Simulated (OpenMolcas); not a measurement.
Sc2+ (d1) among equal point charges was computed by CASSCF with the d shell active (OpenMolcas, ANO-RCC-VDZP on the metal). Its lowest spin-free states, and all those of the highest spin:

```csv
2S+1,Degeneracy,E (cm-1)
2,1,0.0
2,2,6587
2,1,13841
2,1,22082
```

Task: Is the site octahedral, tetrahedral or cube-like, axial, or of lower symmetry?

Result: The states with 2S+1 = 2 have orbital degeneracies 1, 2, 1, 1. There are pairs but no triples, so the site is axial: not cubic, but with a proper or improper axis of order three or more. The run had Sc2+ among 4 point charges of -0.8 e arranged as a square (D4h), 1.9 Å from the ion.

Point charges carry no covalency, so the field is a model and not that of real ligands. No measured value stands beside these numbers.
